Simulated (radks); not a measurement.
Values are calculated unless marked as measured or tabulated.
Q: The mean radii <r> (bohr) of the occupied orbitals of an atom or ion are listed with their occupations. Code: a radial shooting solver on a logarithmic mesh with Libxc functionals. Model: scalar-relativistic Kohn-Sham, r2SCAN, spin-polarised, spherical densities, finite nucleus; meta-GGA in the generalised Kohn-Sham scheme; Fermi nuclear charge, rms radius of each element as measured or else 0.836 A^(1/3) + 0.57 fm.

orbital  occ.      <r>
1s up       1  0.03040
1s down     1  0.03040
2s down     1   0.1316
2s up       1   0.1316
2p down     3   0.1149
2p up       3   0.1149
3s up       1   0.3575
3s down     1   0.3575
3p up       3   0.3565
3p down     3   0.3565
3d up       5   0.3347
3d down     5   0.3347
4s up       1   0.8824
4s down     1   0.8822
4p up       3   0.9633
4p down     3   0.9620
4d up       5    1.277
4d down     5    1.257
5s up       1    2.635

Name the element and its charge. Open shells, if any, are filled with parallel spins first.

A: Z = 48, cadmium, charge +1: Cd+ in [Kr] 4d10 5s1. The 1s radius gives Z: for a bare nucleus <r> = (2 gamma + 1)/(2Z) with gamma = sqrt(1 - (Z/c)^2), 0.02993 bohr for Z = 48, and screening makes it slightly larger (0.03040 here). The occupations add up to 47, and the charge is Z minus that.
